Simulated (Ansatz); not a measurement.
**Question.** Name a neutral molecule of B, C, F, O and H with HOMO energy (PBE0/def2-TZVPP) between -6.75 and -6.45 eV and size of the dipole moment (B3LYP/def2-TZVPP) between 2.05 and 2.35 D (Ansatz, PBE0-D4/def2-TZVP geometry).

**Answer.** `OB(F)C1=CO1` (-6.62 eV, 2.33 D). Other molecules can fit too; these were computed, each in one conformer that needn't be the lowest.

B3LYP here is the variant with VWN-RPA as its local correlation; programs differ in this.
